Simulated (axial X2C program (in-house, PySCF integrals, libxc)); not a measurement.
## Worked dissociation energy of TcN⁻: PW91, without spin–orbit coupling

Calculated with an in-house all-electron X2C program for linear molecules (integrals from PySCF). Spin-free means the one-electron spin-free X2C Hamiltonian. Basis: Tc dyall-av3z [13s13p9d3f2g], N dyall-av3z [7s7p3d2f] (cores contracted in-house); Gaussian nuclei, density fitting, unrestricted open shells. Masses: Tc 98.907 u, N 14.003 u.

Molecular state: M_S = 1/2, Λ = 2 (beyond evenly filled blocks: δ+α, δ+β, δ-α).

- E(Tc-) (2M_S = 4, M_L = 1): -4285.705617 hartree
- E(N) (2M_S = 3, M_L = 0): -54.608604 hartree
- E(TcN⁻) at Re: -4340.558186 hartree
- ωe: 1133.1 cm⁻¹
- ωexe: 4.26 cm⁻¹

(1) Work out De and D0.

The state is one determinant whose occupation by symmetry is held fixed; it was picked as the lowest of a PBE0 search that is not exhaustive. Dissociation energies refer to the lowest single-determinant-based atoms at the same level and basis. The functionals have no current-density term, which raises determinants with orbital currents, atoms included. The highest occupied level of some functionals is positive through self-interaction error; at Hartree–Fock it is bound.

Each atomic determinant is the lowest at this level and need not be a pure term. Totals compare only within one Hamiltonian and basis.

## Answers

(1) De = -4285.705617 + (-54.608604) − (-4340.558186) = 0.24396 hartree = 6.639 eV. The zero-point energy is ωe/2 − ωexe/4 = 565 cm⁻¹ = 0.070 eV, so D0 = 6.569 eV.
